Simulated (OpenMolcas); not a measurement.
## Mn3+, Tc3+, Re3+: d4 down the group

```yaml
Program: OpenMolcas 26.06
Method: MS-CASPT2, IPEA 0.25 Eh, imaginary shift 0.1 Eh
Basis: ANO-R3
Scalar_Hamiltonian: X2C, finite nucleus
Spin-orbit_coupling: RASSI with atomic mean-field integrals over the reference wave functions, term energies averaged over their components
```

Active space for each ion: 4 electrons in 5 orbitals (d); closed shells correlated by CASPT2: Mn3+ 3s 3p; Tc3+ 4s 4p; Re3+ 5s 5p.

Computed levels in cm-1 above 5D0:

```
                               Level   Mn3+   Tc3+   Re3+
                                 5D1    102    346   3240
                                 5D2    302    941   6250
                                 5D3    589   1700   8680
                                 5D4    953   2570  10460
                              3P0(1)  20450  14280  15330
                              3P1(1)  21070  16060  20550
                                 3H4  21170  15500  17660
                                 3H5  21390  16320  21740
                                 3H6  21640  17030  23640
weight of 5D in the lowest level (%)    100     98     67
```

Mixed levels, with the weight of the term that names them: Re3+ 5D0 (67 %), Re3+ 3P0(1) (56 %), Re3+ 3H4 (58 %).

Measured, with the error of the calculation in %. Measured levels: Mn3+ from Corliss and Sugar, J. Phys. Chem. Ref. Data 6, 1253 (1977); Re3+ from the list in Brasseur, Gamrath and Quinet, At. Data Nucl. Data Tables 157, 101636 (2024).

```json
{"Level": "5D1", "Mn3+": "99.0 (+3.4)", "Re3+": "3084 (+5.1)"}
{"Level": "5D2", "Mn3+": "287 (+5.2)", "Re3+": "5979 (+4.6)"}
{"Level": "5D3", "Mn3+": "552 (+6.6)", "Re3+": "8350 (+3.9)"}
{"Level": "5D4", "Mn3+": "886 (+7.6)", "Re3+": "10121 (+3.3)"}
{"Level": "3P0(1)", "Mn3+": "20654 (-1.0)", "Re3+": ""}
{"Level": "3P1(1)", "Mn3+": "21279 (-1.0)", "Re3+": "19340 (+6.3)"}
{"Level": "3H4", "Mn3+": "21281 (-0.5)", "Re3+": "16946 (+4.2)"}
{"Level": "3H5", "Mn3+": "21475 (-0.4)", "Re3+": "20930 (+3.9)"}
{"Level": "3H6", "Mn3+": "21679 (-0.2)", "Re3+": "22896 (+3.3)"}
```

The fine-structure level 5D4 changes by a factor of 11 from Mn3+ to Re3+.

Without spin-orbit coupling 3P(1) lies 21000, 15520, 13400 cm-1 above 5D in that order; the difference to the level 3P0(1), of either sign, comes from spin-orbit coupling, which also lowers the zero.

Term energies are means over components that CASPT2 splits; among the terms shown or strongly mixed into the levels shown the widest spread is 990 cm-1 (5d4 1I, Re3+). The CASPT2 spread within a term exceeds the gap to the next term for 3d4 3H and 3d4 3P(1), so the order of their levels is uncertain (figures for Mn3+; the like holds for Re3+). Measured partners are found by configuration, term and J. A level has none where our copy of the source lacks it or the pairing is in doubt (some pairs that miss far off the trend of their configuration count as doubtful), and it then counts in no deviation. Only configurations of the active space appear.

A number in round brackets counts repeated terms of one configuration in the order of the reference energies.
